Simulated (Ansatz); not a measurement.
Ansatz (a quantum-chemistry and plane-wave program) job for Cs(I) anion (CsI), SMILES [I][Cs] (connectivity only; charge and spin as stated), charge -1, multiplicity 2, CAM-B3LYP/def2-TZVPD. The structure is a stationary point at B3LYP-D3(BJ)/def2-TZVPD. The spin state was assumed, not searched. The def2 effective core potentials stand for the cores of Cs, I; spin–orbit coupling is left out.

Ansatz 0.2 input:
```yaml
crystal:
  periodic: [false, false, false]
  atoms:
    - {symbol: Cs, position_ang: [0.00000000, 0.00000000, -1.77497606]}
    - {symbol: I, position_ang: [0.00000000, 0.00000000, 1.84195628]}
basis:
  gaussian:
    orbitals: def2-TZVPD
hamiltonian:
  xc: {name: CAM-B3LYP}
total_charge: -1
magnetization: {spin_polarized: true, initial_magnetization: 1}
```

Program output:

```
WARN ansatz: RAYON_NUM_THREADS=1 ignored (pool sized by the plan → 1); use --threads N
Functional definition: CAM-B3LYP
integrals: 0.03 GiB planned
752 factors; their error is unknown
integrals: 0.07 GiB planned
283 factors; integrals over basis functions are off by at most 5.0e-5 eV
mean field: 0.44 GiB planned
mean field evaluation 1: about -8650.9811 eV, gradient 1.1e1 eV
mean field evaluation 2: about -8651.3108 eV, gradient 1.0e1 eV
mean field evaluation 4: about -8651.6638 eV, gradient 2.5e-1 eV
mean field evaluation 8: about -8651.8520 eV, gradient 1.7e-2 eV
mean field evaluation 16: about -8651.8521 eV, gradient 1.1e-4 eV
mean field -8651.85206751 eV, -317.9496990451 hartree, gradient 3.3e-5 eV, S^2 0.750102; 3 other end points of the search recorded, 0 dependent functions left out
reference -8651.85215691 eV, -317.9497023302 hartree; 18, 17 occupied and 73, 74 virtual orbitals, 752 factors
Total energy: -8651.85215691 eV, -317.9497023302 hartree
```

Self-consistency was reached.

Cost: about 4 core-seconds (a rough figure).
